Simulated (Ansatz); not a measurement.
`NC(=O)N[SiH3]` + `[OH][GeH3]` → `N[C](=O)[GeH2][OH]` + `N[SiH3]`  (formal exchange of groups at a C–N bond)

Calculated with Ansatz (gas phase, PBE0-D4/def2-TZVP geometries, no zero-point term in ΔE). CBS: MP2 limit from def2 TZ/QZ plus the TZ coupled-cluster correction, frozen cores. This one scheme is used for every species. Functionals use def2-TZVPP. B3LYP here is the variant with VWN-RPA as its local correlation; programs differ in this. For Ge outer-core shells are correlated without core-valence functions, which leaves a few kJ/mol of doubt a bond. Scalar relativity is left out up to krypton. One conformer a species, not always the lowest.

Problem. Is it downhill or uphill in electronic energy at CCSD(T)/CBS, and by how much? (An estimate is asked.)

Solution. The calculation gave: Uphill: ΔE = +6.2 kcal/mol.

Problem. What do these levels give: PBE-D4, r2SCAN-D4, PBE0-D4, B3LYP-D4, ωB97X-V, B3LYP, SCS-MP2/def2-TZVPP, CCSD(T)/def2-TZVPP, HF/def2-QZVPP, MP2/def2-QZVPP, SCS-MP2/def2-QZVPP, CCSD/CBS(def2)? (Estimate.)

Solution. Computed: PBE-D4 5.3, r2SCAN-D4 6.9, PBE0-D4 7.5, B3LYP-D4 6.6, ωB97X-V 8.1, B3LYP 6.4, SCS-MP2/def2-TZVPP 7.0, CCSD(T)/def2-TZVPP 6.7, HF/def2-QZVPP 12.5, MP2/def2-QZVPP 6.3, SCS-MP2/def2-QZVPP 6.8, CCSD/CBS(def2) 7.0 kcal/mol.

Largest T1 diagnostic among the species: 0.015.

In def2-TZVPP, CCSD(T) changes the Hartree–Fock value by −5.6 kcal/mol (the triples alone add −0.8 kcal/mol) and MP2 by −5.8 kcal/mol. From PBE to PBE0 (25 % exact exchange), in def2-TZVPP and without D4, ΔE moves by +2.2 kcal/mol.
